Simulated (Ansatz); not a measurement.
`[SiH3][SiH]1[SiH2]S1` + NH₃ → `N[SiH]1[SiH2]S1` + SiH₄ at 500 K and 1 bar (cleavage of the Si–Si bond).

Computed with Ansatz on PBE0-D4/def2-TZVP structures; ΔE is electronic, products minus reactants. CBS: MP2 limit from def2 TZ/QZ plus the TZ coupled-cluster correction, frozen cores. This one scheme is used for every species. One conformer a species, not always the lowest.

| species | CCSD(T)/CBS energy (Eh) | H − E (kJ/mol) | S (J/(mol·K)) |
| --- | --- | --- | --- |
| `[SiH3][SiH]1[SiH2]S1` | -1268.63937 | 189.7 | 430.8 |
| NH₃ | -56.50880 | 108.2 | 211.8 |
| `N[SiH]1[SiH2]S1` | -1033.70075 | 187.2 | 394.5 |
| SiH₄ | -291.46306 | 102.4 | 230.9 |

H − E and S are ideal-gas, rigid-rotor, harmonic terms from PBE0-D4/def2-TZVP, for one conformer and one mirror image of each species. 1 Eh = 2625.50 kJ/mol, R = 8.31446 J/(mol·K).

**Question.** By hand: ΔE, ΔH, ΔS and ΔG.

**Answer.** ΔE = (-1033.70075) + (-291.46306) − (-1268.63937) − (-56.50880) = -0.01564 Eh = -41.1 kJ/mol. Δ(H − E) = 187.2 + 102.4 − 189.7 − 108.2 = -8.3, so ΔH = -49.4 kJ/mol. ΔS = 394.5 + 230.9 − 430.8 − 211.8 = -17.2 J/(mol·K). ΔG = -49.4 − 500 × (-17.2)/1000 = -40.8 kJ/mol.

**Question.** By hand: the equilibrium constant, and the temperature at which ΔG would vanish if ΔH and ΔS stayed fixed.

**Answer.** log₁₀ K = −ΔG/(RT ln 10) = 4.3. ΔG = 0 at ΔH/ΔS = 2872 K, far beyond where these terms or the molecules hold.

ΔH outweighs TΔS. A doubt of 5 kJ/mol in ΔE shifts log₁₀ K by 0.5 here. Other conformers and mirror images would add mixing entropy, several J/(mol·K) or more a flexible species. These are equilibria of isolated gas molecules and say nothing of rates. Largest T1 diagnostic: 0.014 (customary marks: 0.02 for closed shells, 0.045 for open ones).
